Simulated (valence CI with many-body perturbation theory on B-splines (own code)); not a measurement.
## Ce LIII: what the settings do

Calculated by configuration interaction combined with many-body perturbation theory (CI+MBPT): four valence electrons over a frozen Dirac-Fock core [He], a basis of 6 s, 6 p, 5 d, 3 f, 1 g functions for each j, with the one-electron correlation potential Σ1, the two-electron term Σ2, the three-electron term Σ3, Breit, model QED; selected CI, second order for the rest, scaled by the run's own slope (own B-spline code, finite nucleus).

The last digits are not significant, and no measured levels were compared; by estimate large intervals hold to a few tenths of a per cent, small ones and those within an open d or f shell to about a per cent.

The reference run has the lowest level (2s^2 2p1/2^2) J=0 and an ionisation energy of 10543.8 eV. Its largest variational space holds 9999 state functions.

Levels are named by their leading jj configuration (3d3/2^4 stands for four electrons in 3d with j = 3/2), which in mixed levels can hold well under half, so a name can repeat and another be missing. Letters in brackets count levels of one name in rising energy.

Changed runs:
A. averaging of valence orbitals over low configurations on → off; shift of the energy in Σ1 (hartree) 0 → 34.844
B. size limit of the variational space 10000 → 1500; second order for the rest on → off; selection threshold (hartree) 2e-08 → 1e-06
C. averaging of valence orbitals over low configurations on → off
D. correlating orbitals by l 3 3 3 2 1 → 0 0 0 0 0 (bad on purpose)

Excitation energies of the reference run in cm⁻¹, and shifts in cm⁻¹:

```
                     Level  Reference        A       B        C      D
    (2s^2 2p1/2 2p3/2) J=1    3719330     -2.8   +2253      -15  -1413
    (2s^2 2p1/2 2p3/2) J=2    3852470     -2.6   +3155      -15   +120
    (2s 2p1/2^2 2p3/2) J=2    5386250      +68   +2609      +79   -986
    (2s 2p1/2^2 2p3/2) J=1    5916810      +73   +3099      +84  +4405
        (2s^2 2p3/2^2) J=2    7686220      +15   +2647      -10  -1186
        (2s^2 2p3/2^2) J=0    8046550      +58    +222      +34   -366
(2s 2p1/2 2p3/2^2) J=2 [a]    8951030      +64   +2037      +63  -3913
    (2s 2p1/2 2p3/2^2) J=3    9253220      +64   +1691      +63   -206
    (2s 2p1/2 2p3/2^2) J=0    9588070     +102    +229     +101  +1441
(2s 2p1/2 2p3/2^2) J=1 [a]    9721150      +68   +2793      +67  +2774
(2s 2p1/2 2p3/2^2) J=2 [b]    9803820      +62   +2746      +61  +4772
(2s 2p1/2 2p3/2^2) J=1 [b]    9830250      +99   +2930      +98  +3726
    Ionisation energy (eV)    10543.8  +0.0022  -0.013  -0.0051   -0.9
```
